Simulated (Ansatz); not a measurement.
`Cl[CH2][ZnH]` + H–F → `F[CH2][ZnH]` + HCl  (substitution at a C–Cl bond)

Gas-phase electronic energies from Ansatz, PBE0-D4/def2-TZVP geometries. CCSD(T)/CBS adds triple-zeta CCSD(T) − MP2 to the extrapolated MP2 energy (def2 sets, frozen cores). This one scheme is used for every species. Functionals use def2-TZVPP. B3LYP here is the variant with VWN-RPA as its local correlation; programs differ in this. For Zn outer-core shells are correlated without core-valence functions, which leaves a few kJ/mol of doubt a bond. Scalar relativity is left out up to krypton.

`Cl[CH2][ZnH]`:

```xyz
6

Cl    0.273   -0.812    1.769
C     0.178   -0.669   -0.028
Zn   -0.329    1.187   -0.375
H     1.156   -0.953   -0.415
H    -0.549   -1.409   -0.361
H    -0.728    2.655   -0.589
```

H–F:

```xyz
2

F     0.384   -0.163   -0.194
H    -0.384    0.163    0.194
```

`F[CH2][ZnH]`:

```xyz
6

F     0.261    0.085    1.691
C     0.097    0.574    0.386
Zn   -0.191   -0.943   -0.841
H     0.993    1.155    0.140
H    -0.746    1.273    0.402
H    -0.414   -2.145   -1.778
```

HCl:

Z-matrix (Å, degrees):
```
Cl
H 1 1.279
```

Is it downhill or uphill in electronic energy at CCSD(T)/CBS, and by how much? (Best estimate.)

Ansatz gave: Uphill: ΔE = +12.1 kcal/mol.

What do these levels give: LDA (SPW92), B2PLYP, B3LYP, BHLYP, LC-ωPBE, CCSD(T)/def2-SVP? (Estimate.)

Ansatz gave: LDA (SPW92) 9.3, B2PLYP 9.4, B3LYP 7.5, BHLYP 8.1, LC-ωPBE 8.8, CCSD(T)/def2-SVP 6.6 kcal/mol.

What do rigid-rotor, harmonic-oscillator terms from PBE0-D4/def2-TZVP frequencies (298.15 K, 1 bar) make of the CCSD(T)/CBS value? (Estimate.)

The calculation gave: ΔZPE = -0.9 kcal/mol, ΔH = +11.1 kcal/mol, ΔS = 1 J/(mol·K), ΔG = +11.1 kcal/mol.

Largest T1 diagnostic among the species: 0.014.

At CCSD(T), def2-SVP lies −5.6 kcal/mol from the extrapolated value and def2-TZVPP −1.5 kcal/mol. From BLYP to BHLYP (50 % exact exchange), in def2-TZVPP and without D4, ΔE moves by +1.6 kcal/mol.
